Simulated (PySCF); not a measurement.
## Peak assignment

Bonds (- single, = double, # triple, : aromatic): Si1-C2 1.849 Å, C2#C3 1.211 Å, C3-Si4 1.853 Å, Si4-O5 1.623 Å, O5-Si6 1.616 Å. Si1 carries H7, H8, H9; Si4 carries H10, H11; Si6 carries H12, H13, H14.

- shieldings: GIAO PBE0/pcSseg-1
- geometry: GFN2-xTB
- code: PySCF 2.14.0 with density-fitted response routines
- no relativistic terms, one computed conformer, one averaged value for each set of equivalent atoms, no solvent

References, each an isolated molecule treated in the same way: ¹³C (σref 186.93), ¹H (σref 31.72) against TMS.

(1) Assign these signals to the numbered atoms. ¹³C{¹H} NMR (computed): δ 119.8, 111.7.

(2) Assign these signals to the numbered atoms. ¹H NMR (400 MHz, computed): δ 5.18 (s, 3H), 5.17 (s, 2H), 4.27 (s, 3H).

Results:

(1) 
```tsv
δ (ppm)	atoms	environment	reason
119.8	C3	alkyne carbon	–
111.7	C2	alkyne carbon	–
```

(2) 
5.18 → H12/H13/H14, hydrogen on a silicon bonded to O
5.17 → H10/H11, hydrogen on a silicon bonded to C, O
4.27 → H7/H8/H9, hydrogen on a silicon bonded to C

H12/H13/H14 and H10/H11 lie closer than the usual error of such a calculation, so a measured spectrum could show them in the other order.

Shifts are as computed. Against solution values, carbons near 30 ppm lie about +3 ppm off and those near 130 ppm about +5 ppm. Of 1211 compounds with measured shifts, 218 miss one by over three times the rms of a fit or turn the order of signals round; such compounds aren't used in these exercises. No couplings were computed; multiplicities are counted from neighbouring protons, with m where these are inequivalent, close in shift, in a saturated or five-membered ring or joined by F or P, and br s for small geminal =CH2 splittings.
